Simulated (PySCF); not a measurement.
PySCF input for C₄H₅Si, SMILES C1=C[SiH]C=C1, multiplicity 2, IEF-PCM-PBE0/def2-SVP. Coordinates come from a PBE-D3(BJ)/def2-SVP optimisation. A frequency run showed that this geometry is not a minimum. The isomer is the one that the SMILES or the coordinates give; other isomers of the formula were not compared.

```python
import numpy as np
from pyscf import gto, scf, dft
from pyscf.solvent import pcm

mol = gto.M(
    atom='''
    C     0.00000000    0.73383324   -1.24608438
    C     0.00000000    1.37044751   -0.01672727
    Si    0.00000000    0.00000001    1.19010047
    C     0.00000000   -1.37044752   -0.01672724
    C     0.00000000   -0.73383325   -1.24608437
    H     0.00000000    1.28487540   -2.20113664
    H     0.00000000    2.46070753    0.10555222
    H     0.00000000    0.00000002    2.68350172
    H     0.00000000   -2.46070753    0.10555225
    H     0.00000000   -1.28487543   -2.20113662
    ''',
    basis='def2-SVP',
    charge=0,
    spin=1,
    max_memory=1600,
    verbose=3,
)
mf = dft.UKS(mol, xc='pbe0').density_fit(auxbasis='def2-universal-jkfit')
mf.grids.level = 3
mf.conv_tol = 1e-9
mf.max_cycle = 100
mf.kernel()
fine, coarse = mf.grids, dft.Grids(mol).set(level=1).build(with_non0tab=True)
for _ in range(3):  # follow internal instabilities
    mf.grids = coarse
    mo, _, stable, _ = mf.stability(return_status=True, nroots=4)
    mf.grids = fine
    if stable:
        break
    mf.kernel(mf.make_rdm1(mo, mf.mo_occ))
res = {}
for name, eps in {'water': 78.355, 'N,N-dimethylformamide': 37.219, '1-octanol': 9.8629}.items():
    s = mf.PCM()
    s.with_solvent.method, s.with_solvent.eps, s.with_solvent.lebedev_order = 'IEF-PCM', eps, 29
    s.kernel(mf.make_rdm1())
    res[name] = (s.e_tot, eps, s.dip_moment(), s.mo_energy, s.converged)
    print(f'{name}: electrostatic solvation free energy {(s.e_tot - mf.e_tot) * 627.509474:.3f} kcal/mol')
```

Log of the run:

```

WARN: HOMO -0.191415976066184 >= LUMO -0.191415976066183

converged SCF energy = -444.330013543117  <S^2> = 0.76123908  2S+1 = 2.0112077
<class 'pyscf.df.df_jk.DFUKS'> wavefunction is stable in the internal stability analysis

WARN: PCM is an experimental feature. It is still in testing.
Features and APIs may be changed in the future.

converged SCF energy = -444.333676811744  <S^2> = 0.76070121  2S+1 = 2.0106727
Dipole moment(X, Y, Z, Debye):  0.00000,  0.00000,  0.61419
water: electrostatic solvation free energy -2.299 kcal/mol

WARN: PCM is an experimental feature. It is still in testing.
Features and APIs may be changed in the future.

converged SCF energy = -444.333579838645  <S^2> = 0.76071629  2S+1 = 2.0106877
Dipole moment(X, Y, Z, Debye):  0.00000,  0.00000,  0.60752
N,N-dimethylformamide: electrostatic solvation free energy -2.238 kcal/mol

WARN: PCM is an experimental feature. It is still in testing.
Features and APIs may be changed in the future.

converged SCF energy = -444.333105128016  <S^2> = 0.76079098  2S+1 = 2.010762
Dipole moment(X, Y, Z, Debye):  0.00000,  0.00000,  0.57552
1-octanol: electrostatic solvation free energy -1.940 kcal/mol
```

The run converged.

Cost: very roughly 2.1 core-minutes.
